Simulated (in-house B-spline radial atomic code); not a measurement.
# Cl⁷⁺: [He] 2s2 2p6

Computed with a B-spline radial code for spherical atoms: Dirac-Kohn-Sham LDA exchange-only, spherical fractional occupations, Fermi nucleus of rms radius 3.3654 fm.

Z_r = [3n² - l(l+1)]/(2<r>); Z_e = n√(-2ε); the last column is Slater's effective charge. Values are occupation-weighted means over j.

| shell | electrons | ε (eV) | <r> (bohr) | Z_r | Z_e | Slater |
| --- | --- | --- | --- | --- | --- | --- |
| 1s | 2 | -2877.5 | 0.09118 | 16.45 | 14.54 | 16.70 |
| 2s | 2 | -379.95 | 0.4406 | 13.62 | 10.57 | 12.85 |
| 2p | 6 | -320.67 | 0.4004 | 12.49 | 9.71 | 12.85 |

The least bound orbital is 2p3/2 at -320.1 eV, while the most diffuse is 2s1/2 (<r> = 0.4406 bohr against 0.4011 bohr): energy order and size order differ.

Spin-orbit splittings of the orbital energies (j = l + 1/2 above j = l - 1/2 when positive): 2p 1.745 eV.

For the 1s electron the small component carries 0.364 % of the norm, the zero-frequency Breit interaction raises the level by 2.09 eV, self-energy by 0.9421 eV, and vacuum polarisation lowers it by 0.06415 eV.
